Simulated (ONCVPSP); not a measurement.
## BLYP ONCV dataset for platinum, scalar-relativistic all-electron reference.

| Quantity | Value |
| --- | --- |
| Element | platinum |
| Generator | ONCVPSP 4.0.1 |
| Type | optimised norm-conserving Vanderbilt (ONCV) |
| Functional | BLYP |
| Relativity | scalar-relativistic |
| Frozen core | [Xe] |
| Valence charge | 24 |
| Reference configuration | 4f14 5d9 6s1 |
| Partial waves | 6s: rc 2.40 bohr, ncon 5, nbas 8, qcut 2.4 1/bohr, 3 projectors, debl 3.2 Ha; p scattering state at 0.37 Ha: rc 2.35 bohr, ncon 3, nbas 7, qcut 4.2 1/bohr, 2 projectors, debl 1.9 Ha; 5d: rc 2.30 bohr, ncon 4, nbas 9, qcut 5.6 1/bohr, 1 projector; 4f: rc 0.50 bohr, ncon 3, nbas 6, qcut 19.4 1/bohr, 2 projectors, debl 1.8 Ha |
| Local potential | polynomial inside 0.30 bohr (lpopt 5, dvloc0 2 Ha) |
| Core correction | none |

In the f channel the program set the typed energies aside and used -2.571, 0.250 Ha.

Poles of the logarithmic derivatives, all-electron (AE) and pseudo (PS). s: poles at -3.7, 1.2 (AE) and 1.2 (PS) Ha. p: poles at -2.0, 2.3 (AE) and 2.3, 2.8 (PS) Ha. d: poles at 0.1, 4.2 (AE) and 0.1, 4.8 (PS) Ha. f: poles at no energy (AE) and no energy (PS) Ha. Test radii: s 2.44, p 2.38, d 2.34, f 0.51 bohr.

- Ghost test: ghosts flagged at negative energy: s at -3094.1 eV, s at -743.6 eV, p at -2443.5 eV, p at -415.6 eV, d at -791.0 eV; GHOST(+) flagged for p at 75.3 eV, s at 104.1 eV, d at 293.5 eV; a true bound ghost makes a file unfit for plane-wave use
- Largest excitation error: +20 meV (all-electron minus pseudo) for 4f14 5d7 6s0, out of 4 test configurations
